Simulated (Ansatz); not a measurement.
```xyz
3

Ti   -0.0017    0.0008   -0.3986
O    -0.0028    1.3163    0.5370
O    -0.0056   -1.3334    0.5376
```

Basis set: 6-31G* (spherical functions). Left uncorrelated: 7 orbitals. Charge 0, multiplicity 1.

Computed with Ansatz (development build ahead of 0.2.0); each method stands on the lowest determinant of its kind that the runs found. Restricted open shells among the atoms or ions are ROHF, correlated in semicanonical orbitals with singles.

Q: Give the atomization energy at this shape (free ground-state atoms in the same class of orbitals less the molecule, no zero-point energy) of singlet TiO₂ by RHF-MP2, RHF.

A:

```csv
method,atomization energy
RHF-MP2,13.85 eV
RHF,4.04 eV
```

Caution: no unrestricted run beside it, a lower state can exist; other spin multiplicities were not run.
